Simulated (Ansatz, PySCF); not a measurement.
Gas-phase reaction (SMILES): [OH][Al]([OH])[F] + N (NH3) → [NH2][Al]([OH])[OH] + F (HF); ammonia cleaves one Al-F bond, a model of a ligand-exchange step.

Each molecule is optimised on its own at B3LYP-D3(BJ)/def2-TZVP (Ansatz, a quantum-chemistry and plane-wave program), one conformer each, not searched for the lowest. Cores are frozen in the correlated levels unless marked. Spin-orbit coupling is left out. No relativistic terms. Basis-set limits of correlation are two-point, X^-3; Hartree-Fock from the larger set. Thermal terms are rigid-rotor harmonic-oscillator values from B3LYP-D3(BJ) frequencies (Ansatz or PySCF) at 298.15 K and 1 atm. 1 Eh = 627.5095 kcal/mol.

```tsv
species	E, CCSD(T)/CBS(aug-cc-pV(T+d)Z,aug-cc-pV(Q+d)Z) (Ansatz) (Eh)	E, B3LYP-D3(BJ)/def2-TZVPD (Ansatz + dftd3) (Eh)	H - E (Eh)
[OH][Al]([OH])[F]	-493.55125	-494.27607	0.03620
N (NH3)	-56.50411	-56.58902	0.03799
[NH2][Al]([OH])[OH]	-449.62818	-450.33654	0.06012
F (HF)	-100.39216	-100.49389	0.01259
```

Q: Work out ΔE and ΔH at 298.15 K at the first level, then ΔH at the second.

A: 
1. ΔE = [(-449.62818) + (-100.39216)] - [(-493.55125) + (-56.50411)] = 0.03502 Eh = 22.0 kcal/mol at CCSD(T)/CBS(aug-cc-pV(T+d)Z,aug-cc-pV(Q+d)Z).
2. The terms H - E add up to -0.00148 Eh, so ΔH = (0.03502 + (-0.00148))×627.5095 = 21.0 kcal/mol.
3. At B3LYP-D3(BJ)/def2-TZVPD the same steps give ΔE = 21.7 and ΔH = 20.8 kcal/mol, a shift of -0.2 from the first level.
4. These values are not checked against measurement here, since the tables used lack a sound gas-phase enthalpy of formation for at least one species.
